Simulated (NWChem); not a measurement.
System: C2F3, doublet; SMILES F[C]=C(F)F

Here is an NWChem input.

```
start job
memory heap 200 mb stack 900 mb global 1100 mb
geometry units angstroms noautosym nocenter noautoz
  F      0.022183     1.948769     0.000000
  C     -0.574243     0.799035     0.000000
  C     -0.065957    -0.419906     0.000000
  F      1.218609    -0.698879     0.000000
  F     -0.805590    -1.499480     0.000000
end
basis spherical
  F library 6-31g*
  C library 6-31g*
end
dft
  odft
  mult 2
  xc xpbe96 cpbe96
  iterations 150
end
cosmo
  do_cosmo_smd true
  solvent hexane
end
task dft energy
```

Output (shortened):

```
             Northwest Computational Chemistry Package (NWChem) 7.3.0
             --------------------------------------------------------

                             Geometry "geometry" -> ""
                             -------------------------

 Output coordinates in angstroms (scale by  1.889725989 to convert to a.u.)

  No.       Tag          Charge          X              Y              Z
 ---- ---------------- ---------- -------------- -------------- --------------
    1 F                    9.0000     0.02218300     1.94876900     0.00000000
    2 C                    6.0000    -0.57424300     0.79903500     0.00000000
    3 C                    6.0000    -0.06595700    -0.41990600     0.00000000
    4 F                    9.0000     1.21860900    -0.69887900     0.00000000
    5 F                    9.0000    -0.80559000    -1.49948000     0.00000000

 Effective nuclear repulsion energy (a.u.)     163.2495376263

  pbe96 is a nonlocal functional; adding pw91lda local functional.

                                 NWChem DFT Module
                                 -----------------

 Summary of "ao basis" -> "ao basis" (spherical)
 ------------------------------------------------------------------------------
       Tag                 Description            Shells   Functions and Types
 ---------------- ------------------------------  ------  ---------------------
 F                           6-31g*                  6       14   3s2p1d
 C                           6-31g*                  6       14   3s2p1d

 in cosmo_initialize ...
 calling solv_data for solv:hexane

 solvent parameters
 solvname_short: hexane
 solvname_long:  n-hexane
 dielec:        1.8819
 dielecinf:     1.8903
 nonaqueous SMD model solvent descriptors
 dielec:        1.8819
 sola:          0.0000
 solb:          0.0000
 solc:          0.0000
 solg:         25.7500
 solh:          0.0000
 soln:          1.3749

          ---------------
          -cosmo- solvent
          ---------------
 Cosmo: York-Karplus, doi: 10.1021/jp992097l
 dielectric constant -eps-     =   1.88
 screen = (eps-1)/(eps    )    =   0.46862
 surface charge correction     = lagrangian

   van der Waals surface
 --------------------------

[...]

                                COSMO-SMD solvation results
                                ---------------------------

             internal energy in gas <Psi(g)|H|Psi(g)> =      -375.211278235713
         internal energy in solvent <Psi(s)|H|Psi(s)> =      -375.211271630780
                               delta internal energy  =         0.000006604934 (    0.00 kcal/mol)
   total free energy in solvent <Psi(s)|H+V/2|Psi(s)> =      -375.211617001219
 polarization energy contribution <Psi(s)|V/2|Psi(s)> =        -0.000345370439 (   -0.22 kcal/mol)
    total free energy in solvent including G(SMD-CDS) =      -375.209090245112
                       G(SMD-CDS) energy contribution =         0.002526756107 (    1.59 kcal/mol)
     1 M fixed-concentration free energy of solvation =         0.002187990601 (    1.37 kcal/mol)

                    DFT Final Alpha Molecular Orbital Analysis
                    ------------------------------------------

 Vector   18  Occ=1.000000D+00  E=-3.625858D-01
              MO Center=  1.5D-02, -1.0D+00,  7.0D-10, r^2= 1.9D+00
   Bfn.  Coefficient  Atom+Function         Bfn.  Coefficient  Atom+Function
  ----- ------------  ---------------      ----- ------------  ---------------
    59      0.481711  5 F  px                46      0.368237  4 F  py
    63      0.321303  5 F  px                50      0.241567  4 F  py
    45      0.240024  4 F  px                60     -0.199563  5 F  py
    49      0.163433  4 F  px                64     -0.131027  5 F  py
     4      0.089782  1 F  py                 3     -0.087336  1 F  px

 Vector   19  Occ=1.000000D+00  E=-2.364168D-01
              MO Center= -6.0D-01,  9.1D-01,  3.8D-10, r^2= 1.5D+00
   Bfn.  Coefficient  Atom+Function         Bfn.  Coefficient  Atom+Function
  ----- ------------  ---------------      ----- ------------  ---------------
    17      0.503513  2 C  px                20     -0.467837  2 C  s
     3     -0.346787  1 F  px                21      0.276460  2 C  px
     7     -0.264591  1 F  px                34      0.183933  3 C  s
    32      0.170771  3 C  py                46     -0.156949  4 F  py
    16     -0.145215  2 C  s                 30      0.124000  3 C  s

 Vector   20  Occ=1.000000D+00  E=-2.121262D-01
              MO Center= -2.4D-01,  2.7D-01, -2.8D-10, r^2= 2.0D+00
   Bfn.  Coefficient  Atom+Function         Bfn.  Coefficient  Atom+Function
  ----- ------------  ---------------      ----- ------------  ---------------
    19      0.429778  2 C  pz                33      0.358406  3 C  pz
     5     -0.285336  1 F  pz                23      0.275727  2 C  pz
    61     -0.241311  5 F  pz                47     -0.231475  4 F  pz
     9     -0.226775  1 F  pz                65     -0.185016  5 F  pz
    51     -0.179088  4 F  pz                37      0.173329  3 C  pz

 Vector   21  Occ=0.000000D+00  E= 6.599860D-03
              MO Center= -2.6D-01,  1.0D-01,  4.0D-10, r^2= 1.8D+00
   Bfn.  Coefficient  Atom+Function         Bfn.  Coefficient  Atom+Function
  ----- ------------  ---------------      ----- ------------  ---------------
    33      0.569720  3 C  pz                23     -0.500839  2 C  pz
    37      0.497743  3 C  pz                19     -0.473721  2 C  pz
    47     -0.204550  4 F  pz                61     -0.202209  5 F  pz
     5      0.191127  1 F  pz                65     -0.179545  5 F  pz
    51     -0.177918  4 F  pz                 9      0.172578  1 F  pz

[...]
```

Level: PBE/6-31G* (spherical d), spin-unrestricted, SMD on the gas-phase geometry. In the optimisation the excess spin sits in a' (Cs, its own frame). Structure relaxed at the PBE0/def2-SVP, spin-unrestricted level. No stability test was run on the SCF state. Solvent: n-hexane.
